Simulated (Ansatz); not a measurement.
Species: sum formula GeBrF3 (charge 0, singlet). 
Coordinates optimised at B3LYP-D3(BJ)/def2-TZVP (Ansatz, a quantum-chemistry and plane-wave program):
SMILES: [F][Ge]([F])([F])[Br]
```xyz
5

F     -1.3656    -0.7238    -1.3445
Ge    -0.6569     0.0243     0.0223
F     -1.2303     1.6365     0.0681
F     -1.2740    -0.7694     1.4076
Br     1.5957    -0.0591    -0.0541
```
Charge 0, spin multiplicity 1.

Quantity: vertical ionisation energy (to the doublet state of charge +1; each state is the SCF solution reached for its spin; the molecule has degenerate orbitals, so one determinant may break the symmetry), in eV. Correlated levels leave the core frozen unless marked. Open shells are spin-unrestricted. Spin-orbit coupling is left out. The frozen core is the preceding noble-gas configuration, with the filled d and f shells of earlier blocks. No relativistic terms. CBS marks a two-point X^-3 extrapolation of the correlation energy; Hartree-Fock from the larger set. The bracket is a focal-point correction in the basis named.

```
level                                                          program  vertical ionisation energy (eV)
-------------------------------------------------------------  -------  -------------------------------
SVWN5/def2-TZVPD                                                Ansatz                            12.38
PBE/def2-TZVPD                                                  Ansatz                            12.10
r2SCAN/def2-TZVPD                                               Ansatz                            12.34
B3LYP/def2-TZVPD                                                Ansatz                                ?
PBE0/def2-TZVPD                                                 Ansatz                            12.41
CAM-B3LYP/def2-TZVPD                                            Ansatz                                ?
wB97X-V/def2-TZVPD                                              Ansatz                                ?
B2PLYP/def2-TZVPD                                               Ansatz                            12.41
SCS-MP2/aug-cc-pVDZ                                             Ansatz                            12.33
CCSD/aug-cc-pVDZ                                                Ansatz                                ?
CCSD/aug-cc-pVTZ                                                Ansatz                            12.41
RI-MP2/CBS(aug-cc-pVTZ,aug-cc-pVQZ)+[CCSD(T)-MP2]/aug-cc-pVTZ   Ansatz                            12.61
```

Problem. Complete the blanks.

Solution. 
- B3LYP/def2-TZVPD, vertical ionisation energy (eV): 12.44
- CAM-B3LYP/def2-TZVPD, vertical ionisation energy (eV): 12.52
- wB97X-V/def2-TZVPD, vertical ionisation energy (eV): 12.48
- CCSD/aug-cc-pVDZ, vertical ionisation energy (eV): 12.32
